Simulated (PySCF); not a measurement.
What settings do to a single point of [Re(BH4)4]+

The sound run of [Re(BH4)4]+ (triplet) uses PySCF 2.14.0, UKS r2SCAN, Re def2-SVP with ECP60, B def2-SVP, H def2-SVP; non-relativistic Hamiltonian with scalar-relativistic core potentials where named; density fitting; no spin-orbit coupling, grid (50, 194), threshold 1e-8 Eh and 55 cycles, at the relaxed geometry:

```xyz
21

Re    0.0000    0.0000   -0.0531
B     1.4388    1.4388    1.0451
H     1.6505    1.6505    2.2304
H     0.5806    0.5806    1.5657
H     2.3868    0.8828    0.5162
H     0.8828    2.3868    0.5162
B    -1.4388   -1.4388    1.0451
H    -1.6505   -1.6505    2.2304
H    -0.5806   -0.5806    1.5657
H    -2.3868   -0.8828    0.5162
H    -0.8828   -2.3868    0.5162
B     1.2566   -1.2566   -1.2257
H     1.9494   -1.9494   -1.9164
H     1.3376   -1.3376    0.0839
H     0.0357   -1.5388   -1.3945
H     1.5388   -0.0357   -1.3945
B    -1.2566    1.2566   -1.2257
H    -1.9494    1.9494   -1.9164
H    -1.3376    1.3376    0.0839
H    -0.0357    1.5388   -1.3945
H    -1.5388    0.0357   -1.3945
```

There Re1 has a Mulliken charge of 0.56 e and the dipole about the centre of mass is 1.45 D. Each run below changes one thing and starts from free metal ions and neutral atoms unless it says otherwise; with 55 cycles, smearing, a level shift and second-order steps follow where DIIS fails, and their cycles count. Energy shifts count from the sound run.

```csv
change,outcome,cycles,energy shift (eV),largest force component (eV/Å),charge on Re1 (e),dipole about the centre of mass (D)
"grid (40, 110)",converged,13,-0.0411,0.07,0.56,1.46
all coordinates × 1.05,converged,16,0.90,1.04,0.51,1.48
start from a density of up to 30 smeared cycles (not counted),converged,11,0.0000,0.02,0.56,1.46
"spin (2S) set to 3, limit 83 cycles",refused,–,–,–,–,–
```

Task: How does the run with this change end: charge changed by +5, spin kept, limit 68 cycles?

Result: outcome refused.

Started from ions, an open shell can land on another state than the sound run's, and that then enters the shifts.

Forces carry noise of the integration grid, about 0.01 to 0.03 eV/Å.

No frequency check is given that shows the relaxed geometry to be a minimum. Open shells may have lower solutions than the one found.
